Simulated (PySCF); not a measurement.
Si(Cl)2(OH)2 (Cl2H2O2Si), SMILES [Si](O)(Cl)(Cl)O.

Geometry: PBE0-D3(BJ)/def2-SVP. One conformer was computed; it need not be the lowest.

Level of theory: PBE0-D3(BJ)/def2-SVP (PySCF).

Frequencies are harmonic and unscaled.

```csv
mode,ν (cm⁻¹),IR (km/mol),Raman (Å⁴/amu),depolarisation,moving atoms (share of kinetic energy)
1,133,53.3,3.3,0.75,"H 43 %, Cl 34 %, O 22 %"
2,172,65.9,0.2,0.75,H 91 %
3,182,14.8,1.6,0.62,"Cl 47 %, O 31 %, H 15 %"
4,256,24.7,1.6,0.74,"H 46 %, O 32 %, Cl 18 %"
5,278,20.9,1.9,0.75,"O 49 %, Si 29 %, Cl 21 %"
6,299,42.8,2.7,0.75,"O 45 %, Cl 33 %, H 14 %, Si 8 %"
7,330,76.9,2.0,0.54,"O 66 %, Cl 23 %"
8,517,72.8,7.7,0.01,"Cl 48 %, Si 27 %, O 21 %"
9,615,175.9,1.3,0.75,"Si 54 %, Cl 32 %, H 13 %"
10,780,131.2,3.4,0.18,"H 70 %, O 29 %"
11,837,392.0,0.5,0.75,"H 66 %, O 17 %, Si 16 %"
12,904,106.8,3.9,0.12,"O 46 %, Si 34 %, H 19 %"
13,997,136.2,1.6,0.75,"Si 46 %, O 45 %, H 8 %"
14,3922,176.7,67.6,0.75,H 94 %
15,3925,96.9,109.8,0.12,H 94 %
```
